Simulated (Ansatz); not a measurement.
```yaml
crystal:
  periodic: [false, false, false]
  atoms:
    - {symbol: N, position_ang: [0.092583, 0.726681, 0.700676]}
    - {symbol: B, position_ang: [0.085748, -0.611373, 0.325465]}
    - {symbol: F, position_ang: [0.271498, -1.555652, 1.251690]}
    - {symbol: Te, position_ang: [-0.212299, -1.324216, -1.714411]}
    - {symbol: H, position_ang: [-0.040445, 1.485437, 0.058499]}
    - {symbol: H, position_ang: [0.234868, 1.002959, 1.658554]}
    - {symbol: H, position_ang: [-0.370752, 0.208164, -2.326072]}
basis:
  gaussian: {orbitals: def2-TZVPP}
total_charge: 3
magnetization: {spin_polarized: true, initial_magnetization: 1}
hamiltonian: {xc: {name: LC-wPBE}}
```

```sh
$ ansatz run in.yaml --threads 2 --pin off --events-out ev --progress --plain --max-ram 4352MiB
```

It prints (some lines left out):

```
Functional definition: LC-wPBE
1043 factors; their error is unknown
322 factors; integrals over basis functions are off by at most 1.1e-4 eV
mean field evaluation 1: about -12136.2044 eV, gradient 1.1e2 eV
mean field evaluation 2: about -11781.3270 eV, gradient 2.3e2 eV
mean field evaluation 4: about -12175.8526 eV, gradient 2.9e1 eV
mean field evaluation 8: about -12179.5099 eV, gradient 1.4e0 eV
mean field evaluation 16: about -12180.9180 eV, gradient 2.5e-1 eV
mean field evaluation 32: about -12181.7559 eV, gradient 1.7e-1 eV
mean field evaluation 64: about -12181.6155 eV, gradient 1.1e-5 eV
mean field -12181.61553234 eV, -447.6661138181 hartree, gradient 2.7e-6 eV, S^2 0.776417; 7 other end points of the search recorded, 0 dependent functions left out
reference -12181.61553235 eV, -447.6661138183 hartree; 23, 22 occupied and 162, 163 virtual orbitals, 1043 factors
Total energy: -12181.61553235 eV, -447.6661138183 hartree
```

Question: Something in this input is off. What?

Answer: The charge is far from anything that the molecule holds. The run converged. The result belongs to that input, not to the molecule as meant.
